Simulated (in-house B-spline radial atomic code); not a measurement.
## RPA and G0W0 on HSE06: Mn²⁺

Configuration [Ar] 3d5, highest spin, mean-field start HSE06. Computed with an all-electron radial atomic-structure program (B-spline basis): all electrons, scalar-relativistic (spin-free one-electron X2C), finite nucleus, each spin shell either full or empty, empty states to l = 9 with an (l + 1/2)⁻⁴ tail; G0W0 by contour deformation at full frequency.

Command:
```bash
python run_gw.py task.json out
```
Settings (radii: box in bohr, nucleus in fm):
```
Z                        25
electrons                23
configuration            [Ar] 3d5
hamiltonian              x2c
method                   hse06
lmax                     9
rms_radius               3.7057
spin_polarised           True
box_radius               17.55
intervals                70
```

Cost of the run: 2.6 s on 1 thread of AMD EPYC 7R13 Processor (shared host).

Energies (hartree):

```
                                     term        value
                         mean-field total  -1157.52958
Hartree-Fock functional on these orbitals  -1156.63063
                      direct second order      -1.7644
                    second-order exchange      0.58173
                         SOSEX correction      0.53053
```

**Question.** What is the RPA correlation energy, and what remains with SOSEX?

**Answer.** RPA gives -1.5297 hartree (-1.81 eV per electron); RPA + SOSEX gives -0.99914, and the second-order doubles -1.1827 hartree (no singles). SOSEX takes back 35 % of the RPA value.

Quasi-particle levels (eV):

```csv
level,occupied,mean field,Σx - vxc,Σc,QP weight,G0W0
3d up,yes,-27.826,-7.33,?,?,?
3p down,yes,-71.22,-8.05,2.11,0.874,-77.16
4s up,no,-19.116,4.46,-1.20,0.974,-15.853
```

G0W0 = mean field + (Σx - vxc) + Σc, with Σc (partial-wave tail included) taken at the quasi-particle energy. Only the outer levels were computed. Levels of low weight are left out.

**Question.** Where does G0W0 put 3d up?

**Answer.** At -33.73 eV, with Σc = 1.43 eV and a quasi-particle weight of 0.900. The tabulated removal energy is 33.668 ± 0.012 eV (NIST, measured); the calculation leaves out spin-orbit coupling, Breit and QED terms, and what these don't explain is the method's own error.
